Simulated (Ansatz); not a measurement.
Results of the Gaussian-basis code of Ansatz.

A structure relaxed at PBE0-D4/def2-TZVP, charge 0, multiplicity 1:

```tsv
atom	x (Å)	y (Å)	z (Å)
C1	-1.3298	0.0356	-1.4434
C2	-0.0113	-0.1429	-0.7329
Br3	1.3624	0.9367	-1.6397
C4	-0.0758	0.2354	0.7306
C5	1.1822	-0.0046	1.5266
Br6	1.6479	-1.8961	1.6087
H7	-1.2526	-0.2363	-2.4959
H8	-2.0814	-0.6084	-0.9759
H9	-1.6753	1.0695	-1.3790
H10	0.3578	-1.1627	-0.8412
H11	-0.9023	-0.3271	1.1796
H12	-0.3297	1.2987	0.8156
H13	1.0642	0.3094	2.5609
H14	2.0439	0.4927	1.0862
```

Task: Give its formula and SMILES.

Result: C4H8Br2, `CC(Br)CCBr`.

Task: Point group (tolerance 0.08 Å, 0.16 Å for H)?

Result: C1.

Task: Summarise the bond lengths by kind.

Result: 3 × C–C 1.508 to 1.513 Å; 8 × C–H 1.087 to 1.096 Å; 2 × Br–C 1.950 to 1.969 Å.
